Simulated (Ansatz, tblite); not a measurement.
Isomers of Si3Au⁺ (singlet), found by a short tight-binding search and relaxed with r2SCAN-D4/def2-SVP in Ansatz.

In the def2 sets Au takes a core potential; there is no spin–orbit coupling. The xTB rows come from tblite. B3LYP takes the VWN-RPA correlation.

Run but left out: HF/def2-TZVPP, MP2/def2-TZVPP, CCSD/def2-TZVPP, CCSD(T)/def2-TZVPP (A: restricted singlet, unstable towards broken spin symmetry); B2PLYP/def2-TZVP (A: restricted singlet, unstable in another Hartree–Fock run and untested here).

A: The restricted singlet is unstable towards broken spin symmetry in Hartree–Fock (as tested in another run); at PBE-D4/def2-TZVP, r2SCAN-D4/def2-TZVP, B3LYP-D4/def2-TZVP, PBE0-D4/def2-TZVP this wasn't settled.

Other spin states were run for one of them alone.

A:

```xyz
4

Au    1.1334   -0.3056   -0.9785
Si    0.1408    1.7702    0.1633
Si   -0.0743   -0.2184    1.2550
Si   -1.1998   -1.2462   -0.4398
```

B:

```xyz
4

Au    1.250   -0.392    0.388
Si    0.723    1.207   -1.364
Si   -0.855   -1.165    1.324
Si   -1.117    0.350   -0.347
```

Question: Estimate their order by electronic energy at PBE0-D4/def2-TZVP, counted from the lowest.

Answer: B (0.0) < A (1.0), in kcal/mol.

Question: Do the other levels pick the same lowest one?

Answer: Not GFN2-xTB. Energies above each level's lowest (kcal/mol):

| level | A | B |
| --- | --- | --- |
| GFN1-xTB | 12.7 | 0.0 |
| GFN2-xTB | 0.0 | 0.5 |
| PBE-D4/def2-TZVP | 4.0 | 0.0 |
| r2SCAN-D4/def2-TZVP | 4.8 | 0.0 |
| B3LYP-D4/def2-TZVP | 1.0 | 0.0 |
| PBE0-D4/def2-TZVP | 1.0 | 0.0 |
Point groups (tolerance 0.1 Å): A Cs, B not assigned. A and B have the same bonds, so they are conformers or stereoisomers. Lower isomers may exist.
